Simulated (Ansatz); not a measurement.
Ansatz (a quantum-chemistry and plane-wave program) input:
A basis named .json is the Basis Set Exchange file of that set.

Ansatz 0.2 input:
```yaml
crystal:
  periodic: [false, false, false]
  atoms:
    - {symbol: Sn, position_ang: [-0.01876508, 0.00590303, 0.48822962]}
    - {symbol: Cl, position_ang: [1.34296491, 1.56781976, -0.68648957]}
    - {symbol: Cl, position_ang: [-1.28777351, -1.58518162, -0.74947989]}
basis:
  gaussian:
    orbitals: def2-QZVPP.json
    fitting: {mean_field: def2-universal-jkfit, correlation: def2-QZVPP-RIFIT.json}
magnetization: {spin_polarized: true, initial_magnetization: 2}
correlation: {method: mp2, electrons: outside_noble_gas}
```

Which total energy does the run end on?

-1132.92490 Eh (RI-MP2/def2-QZVPP). The basis has 222 functions.

This is an excited triplet: at this geometry the singlet lies 2.51 eV lower at RI-MP2/CBS(def2-TZVPPD,def2-QZVPPD)+[CCSD(T)-MP2]/def2-TZVPPD.
